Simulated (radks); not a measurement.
Problem. The bismuth anion Bi3-, [Rn], held by a Watson sphere: a shell of charge +4.11 at radius R that stands for the Madelung well of a crystal (potential energy -4.11/R inside, -4.11/r outside, in hartree with lengths in bohr). Calculated with a radial shooting solver on a logarithmic mesh with Libxc functionals: scalar-relativistic Kohn-Sham, PBEsol, spin-unpolarised, spherical densities, point nucleus. Response by self-consistent Sternheimer equations with the Hartree and adiabatic LDA kernel, the relativistic mass of each level held fixed and spin-orbit coupling left out. The sphere does not respond.

| R (bohr) | e(5d) (eV) | e(6s) (eV) | e(6p) (eV) | <r> 6p (bohr) | sum of <r^2> (bohr^2) | X-ray form factor at sin(theta)/lambda = 0.3 1/angstrom | alpha (bohr^3) |
|---|---|---|---|---|---|---|---|
| 3 | -34.156 | -23.549 | -14.217 | 2.868 | 99.77 | 62.182 | 46.46 |
| 3.83 | -31.387 | -20.159 | -11.670 | 3.217 | 115.3 | 62.345 | 80.51 |
| 4.55 | -29.887 | -18.186 | -9.889 | 3.503 | 129.4 | 62.394 | 126.1 |
| 6.28 | -27.762 | -15.511 | -6.991 | 4.122 | 166.3 | 62.412 | 325.6 |
| 6.46 | -27.609 | -15.331 | -6.772 | 4.181 | 170.5 | 62.414 | 356.2 |
| 6.65 | -27.456 | -15.153 | -6.553 | 4.244 | 175.0 | 62.415 | 391.2 |

Estimate the row for R = 6.09 bohr.

Solution. e(5d) (eV) -27.934; e(6s) (eV) -15.716; e(6p) (eV) -7.236; <r> 6p (bohr) 4.058; sum of <r^2> (bohr^2) 162.0; X-ray form factor at sin(theta)/lambda = 0.3 1/angstrom 62.411; alpha (bohr^3) 295.6.
